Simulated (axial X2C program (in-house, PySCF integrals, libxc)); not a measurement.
# Bond lengths and stretching modes, held linear, of ClCuCl⁺

Calculated with an axial X2C code built on PySCF integrals: two-component X2C with atomic mean-field Coulomb and Gaunt terms, Gaussian nuclei, basis Cl dyall-av3z, Cu dyall-v3z with contracted cores. Spin-free rows use the one-electron spin-free X2C Hamiltonian.

Masses Cl 34.969, Cu 62.930, Cl 34.969 u. States: 2c Ω = 1 (beyond evenly filled blocks: ω = -1/2, ω = 3/2); spin-free M_S = 1, Λ = 0 (beyond evenly filled blocks: π+α, π-α).

PBE0, spin-free: energies above the lowest point

| r(Cl–Cu) (Å) | r(Cu–Cl) (Å) | E (meV) |
| --- | --- | --- |
| 1.9627 | 1.9627 | 43.96 |
| 1.9627 | 2.0130 | 22.08 |
| 1.9627 | 2.0633 | 45.33 |
| 2.0130 | 1.9627 | 22.08 |
| 2.0130 | 2.0130 | 0.00 |
| 2.0130 | 2.0633 | 22.82 |
| 2.0130 | 2.1136 | 80.03 |
| 2.0633 | 1.9627 | 45.33 |
| 2.0633 | 2.0130 | 22.82 |
| 2.0633 | 2.0633 | 45.00 |
| 2.1136 | 2.0130 | 80.03 |
| 2.1136 | 2.1136 | 156.95 |

Question: Fit a quadratic surface with cubic terms in each bond: where is the minimum, and what are the two stretching wavenumbers?

Answer: At PBE0, spin-free: bonds 2.011 and 2.011 Å; harmonic stretches 370.5 and 545.6 cm⁻¹; force constants 2.87, 2.87 and coupling -0.04 mdyn/Å.

The other levels and Hamiltonians give:

```csv
Hamiltonian,level,r(Cl–Cu) (Å),r(Cu–Cl) (Å),lower stretch (cm⁻¹),upper stretch (cm⁻¹)
2c,PBE0,2.011,2.011,370.2,545.5
2c,r2SCAN,2.018,2.018,364.3,530.1
spin-free,HF,1.988,1.988,449.9,629.4
spin-free,r2SCAN,2.018,2.018,364.6,530.6
```

Each state is one determinant, the lowest of a limited PBE0 search; the stretches come from a fit to these few points and carry an uncertainty of a few per cent. Other orders of the atoms were not compared. Left out for rough or failed fits: HF 2c, MP2 2c, MP2 spin-free. The levels spread by more than a fifth, so the stretches depend strongly on the method. The molecule was held linear; bending was not examined, so a bent shape may lie lower. Open-shell Ω = 0 determinants with evenly filled partner blocks cannot be reached by this program, so the Ω shown need not be the lowest component. Note: several unpaired electrons, one determinant need not be a pure state.
